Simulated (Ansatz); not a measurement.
`NB(F)Cl` + H₂Te → `NB(F)[TeH]` + HCl at 600 K and 1 bar (ligand exchange at a B–Cl bond).

Calculated with Ansatz (gas phase, PBE0-D4/def2-TZVP geometries, no zero-point term in ΔE). CCSD(T)/CBS adds triple-zeta CCSD(T) − MP2 to the extrapolated MP2 energy (def2 sets, frozen cores). This one scheme is used for every species. Elements past krypton have def2 core potentials. For Te outer-core shells are correlated without core-valence functions, which leaves a few kJ/mol of doubt a bond. One conformer a species, not always the lowest.

```
     species  CCSD(T)/CBS energy (Eh)  H − E (kJ/mol)  S (J/(mol·K))
   `NB(F)Cl`               -640.42619           132.1          345.5
        H₂Te               -268.91024            52.9          255.0
`NB(F)[TeH]`               -448.93912           154.6          391.4
         HCl               -460.38127            35.4          207.2
```

H − E and S are ideal-gas, rigid-rotor, harmonic terms from PBE0-D4/def2-TZVP, for one conformer and one mirror image of each species. 1 Eh = 2625.50 kJ/mol, R = 8.31446 J/(mol·K).

By hand: ΔE, ΔH, ΔS and ΔG.

ΔE = (-448.93912) + (-460.38127) − (-640.42619) − (-268.91024) = 0.01604 Eh = 42.1 kJ/mol. Δ(H − E) = 154.6 + 35.4 − 132.1 − 52.9 = 5.0, so ΔH = 47.1 kJ/mol. ΔS = 391.4 + 207.2 − 345.5 − 255.0 = -1.9 J/(mol·K). ΔG = 47.1 − 600 × (-1.9)/1000 = 48.2 kJ/mol.

By hand: the equilibrium constant, and the temperature at which ΔG would vanish if ΔH and ΔS stayed fixed.

log₁₀ K = −ΔG/(RT ln 10) = -4.2. ΔH and −TΔS have one sign here, so there is no such temperature. One of them is within its doubt of zero, so this could turn.

The number of gas molecules stays the same, so ΔS is small and ΔH decides. A doubt of 5 kJ/mol in ΔE shifts log₁₀ K by 0.4 here. Other conformers and mirror images would add mixing entropy, several J/(mol·K) or more a flexible species. These are equilibria of isolated gas molecules and say nothing of rates. Largest T1 diagnostic: 0.012 (customary marks: 0.02 for closed shells, 0.045 for open ones).
